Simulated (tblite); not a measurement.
C₇H₁₅OP.
Cartesian coordinates in Å at the GFN2-xTB level; atoms count from 1:
```
atom  x, y, z in Å
C1     3.1360   -0.4622   -0.6619
C2     2.4225    0.8739   -0.4910
C3     1.2211    0.8000    0.4534
C4     0.0685   -0.0184   -0.1193
P5    -1.3716   -0.0680    1.0714
C6    -1.9694    1.6722    0.9533
C7    -2.6052   -0.8244   -0.0951
C8    -2.2423   -2.1805   -0.6352
O9    -3.6528   -0.2743   -0.3248
H10    4.0255   -0.3381   -1.2752
H11    3.4385   -0.8569    0.3057
H12    2.4945   -1.1941   -1.1464
H13    2.0918    1.2386   -1.4666
H14    3.1315    1.6021   -0.0901
H15    0.8738    1.8162    0.6541
H16    1.5324    0.3646    1.4059
H17    0.3878   -1.0498   -0.2785
H18   -0.2583    0.4019   -1.0760
H19   -1.8991    2.0412   -0.0692
H20   -3.0108    1.6858    1.2695
H21   -1.3891    2.3044    1.6230
H22   -3.1396   -2.7219   -0.9272
H23   -1.6146   -2.0515   -1.5163
H24   -1.6828   -2.7409    0.1110
```

All values are computed: GFN2-xTB (tblite) harmonic vibrations without scaling, gas phase. Against measured fundamentals such values can be off by several per cent, at times by over 20. One conformer, not necessarily the lowest.

Harmonic wavenumbers (cm⁻¹): 33.4, 48.1, 65.4, 90.5, 112.2, 122.9, 137.9, 199.2, 213.0, 228.6, 267.5, 303.7, 323.6, 412.7, 447.1, 511.6, 627.0, 712.1, 754.7, 764.5, 813.6, 861.2, 876.7, 925.0, 935.5, 949.3, 982.9, 1015.7, 1049.8, 1103.6, 1109.2, 1129.4, 1184.0, 1211.4, 1259.2, 1276.9, 1311.4, 1343.7, 1351.8, 1358.6, 1416.9, 1427.1, 1437.9, 1443.1, 1445.7, 1454.7, 1486.6, 1493.1, 1504.3, 1510.4, 1733.3, 2920.6, 2961.4, 2965.6, 2973.3, 2979.5, 2981.7, 2991.0, 3007.7, 3011.3, 3019.8, 3022.8, 3033.4, 3034.8, 3035.7, 3043.5.

A = 2270, B = 679.2, C = 570.6 MHz; mass 146.086 u (most abundant isotopes); point group C1, symmetry number 1.

**Question.** Zero-point energy?

**Answer.** Half the sum of the wavenumbers: 44880 cm⁻¹ = 128.32 kcal/mol.

**Question.** What is S at 298.15 K and 1 bar for an ideal gas of classical rigid rotors and harmonic oscillators?

**Answer.** Translation 40.87, rotation 30.28, vibration 43.15: S = 114.3 cal/(mol K).

**Question.** And Cp and H(298.15 K) − H(0)?

**Answer.** Cp = 46.48 cal/(mol K), of which vibrations give 38.53 (their classical limit is 66 R = 131.2); H(298.15 K) − H(0) = 8.71 kcal/mol without the zero-point energy, 6.34 from vibrations.

**Question.** Which modes carry the vibrational entropy at 298.15 K?

**Answer.** 33.4 cm⁻¹: 5.62; 48.1 cm⁻¹: 4.89; 65.4 cm⁻¹: 4.29; 90.5 cm⁻¹: 3.65; 112.2 cm⁻¹: 3.23; 122.9 cm⁻¹: 3.05 cal/(mol K); the other 60 give 18.41 together.

**Question.** What must be added to the electronic energy to get the Gibbs energy at 298.15 K and 1 bar?

**Answer.** ZPE + [H(298.15 K) − H(0)] − T·S = 128.32 + 8.71 − 34.08 = 102.95 kcal/mol.

**Question.** Blend soft modes into free rotors: weight 1/[1 + (100 cm⁻¹/ν̃)⁴] for the oscillator and the rest for a rotor with moment μB/(μ + B), μ = h/(8π²ν), B = 10⁻⁴⁴ kg m². What vibrational entropy results?

**Answer.** 38.63 cal/(mol K) in place of 43.15, which changes −T·S at 298.15 K by +1.35 kcal/mol.

**Question.** How do the functions run with temperature in this model?

**Answer.** 
```csv
T (K),S (cal/(mol K)),Cp (cal/(mol K)),H − H(0) (kcal/mol),G − H(0) (kcal/mol),ln q(vib)
50,63.1,17.0,0.59,-2.56,1.11
100,77.4,24.8,1.65,-6.09,3.22
373.15,125.7,55.2,12.52,-34.37,13.65
500,143.7,68.6,20.40,-51.47,17.93
750,175.6,88.3,40.18,-91.49,25.89
1000,202.9,101.7,64.04,-138.88,33.24
```

q(vib) and H(0) count from the zero-point level.

Hindered rotation and anharmonicity are outside this model. Other conformers, if any are populated, would add a mixing term that is left out. The structure is chiral; the term R ln 2 for an equal mix with its mirror image is left out.

On one thread, Arm Neoverse N1 (aarch64), no GPU, shared host, this took 1.8 s wall. This covers the Hessian and the dipole derivatives.
